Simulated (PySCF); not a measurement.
Solvent effects on NMR parameters

Geometry (Å), atoms numbered from 1 in this order:
```xyz
21

C     2.1135   -1.0462    0.6698
C     1.3993    0.1735    0.0947
C     0.0745    0.4769    0.8134
C    -0.9687   -0.5770    0.4190
C    -2.4158   -0.1313    0.5574
P    -0.4833   -1.1089   -1.2861
O    -0.3092   -2.5802   -1.5029
C     1.0161   -0.0514   -1.3764
H     1.5379   -1.9711    0.5039
H     2.2850   -0.9343    1.7514
H     3.0911   -1.1884    0.1847
H     2.0657    1.0480    0.1789
H     0.2059    0.5211    1.9067
H    -0.2845    1.4723    0.4971
H    -0.8152   -1.4990    1.0056
H    -2.6429    0.1443    1.5994
H    -3.1145   -0.9301    0.2655
H    -2.6273    0.7497   -0.0702
H    -1.4361   -0.4774   -2.1483
H     1.7942   -0.5523   -1.9708
H     0.7564    0.8996   -1.8696
```

GIAO PBE0/pcSseg-1 in PySCF 2.14 on one PBE0-D3(BJ)/def2-SVP conformer, non-relativistic, equivalent nuclei averaged. Solvents enter as an IEF-PCM continuum (benzene with ε = 2.3, water with ε = 78.4) around the gas-phase geometry. Shifts are referred to TMS computed in the same medium.

Gas phase, δ in ppm: C3 43.1, C8 39.0, C4 36.3, C2 35.5, C1 22.2, C5 16.0, H19 7.17, H12 2.12, H15 1.84, H13 1.78, H20 1.51, H21 1.26, H9/H10/H11 1.26, H16/H17/H18 1.20. Dipole moment 4.25 D.

(1) How does each δ change in the continuum?

(2) Which of the listed nuclei move most (in ppm), and what does the model miss? (N and O are left out, as their reference compounds move with the solvent too.)

## Answers

(1) 
```
      atoms                                                      environment  Δδ, benzene  Δδ, water
         C3                                                sp3 CH2 in a ring         +0.3       +0.5
         C8                                              sp3 CH2 bonded to P         +0.5       +1.2
         C4                                               sp3 CH bonded to P         +0.7       +1.8
         C2                                                 sp3 CH in a ring         +0.5       +1.1
         C1                                                    methyl carbon         +0.4       +0.9
         C5                                                    methyl carbon         +0.2       +0.4
        H19  hydrogen on a phosphorus bonded to 2 C, O, in a 5-membered ring        -0.02      +0.02
        H12                                  hydrogen on an sp3 CH in a ring        +0.05      +0.14
        H15                                hydrogen on an sp3 CH bonded to P        +0.05      +0.03
        H13                                 hydrogen on an sp3 CH2 in a ring        +0.05      +0.10
        H20                               hydrogen on an sp3 CH2 bonded to P        +0.04      +0.02
        H21                               hydrogen on an sp3 CH2 bonded to P        +0.15      +0.41
 H9/H10/H11                                      hydrogen on a methyl carbon        -0.03      -0.10
H16/H17/H18                                      hydrogen on a methyl carbon        +0.03      +0.06
```

Changes are relative to the gas phase. The dipole moment becomes 4.86 D in benzene, 5.74 D in water.

(2) C4 (sp3 CH bonded to P, +1.8 ppm) in water. A continuum only polarises the solute; specific hydrogen bonds, the anisotropy of aromatic solvents and changes of geometry or conformer are outside it.
